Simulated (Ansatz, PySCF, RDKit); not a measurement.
Noncovalent pair: CH4 (SMILES C) (first 5 atoms) with SiH4 (SMILES [SiH4]); geometry from B3LYP-D3(BJ)/def2-TZVP, rigid monomers moved along the line of their centres of mass till C1···Si6 is 3.39 Å.
(charge 0, multiplicity 1):
```xyz
10

C      0.04924    -0.11821    -0.08035
H     -0.18798     0.90474     0.20852
H      1.02350    -0.39275     0.32162
H     -0.70971    -0.79264     0.31377
H      0.07116    -0.19237    -1.16676
Si    -0.03892     0.09400     3.30294
H      0.66718     1.27379     2.75608
H     -0.07602     0.18412     4.78049
H      0.67470    -1.13916     2.90346
H     -1.42203     0.05769     2.77811
```

Monomers are frozen at their geometry in the pair; levels with a basis set take the counterpoise correction.

Rows in 6-31G* carry no dispersion term and start afresh at each structure (6-31G* with six Cartesian d functions).

Programs: Ansatz (a first-principles code); PySCF for 6-31G* rows; RDKit for the force fields. Each number belongs to the level named beside it.

**Question.** Estimate the interaction energy that MMFF94 returns for this input.

**Answer.** 3.0 kcal/mol

**Question.** Give the interaction energy at the level PBE/def2-TZVPPD.

**Answer.** 0.8 kcal/mol

**Question.** What interaction energy does HF/6-31G* give?

**Answer.** 2.2 kcal/mol
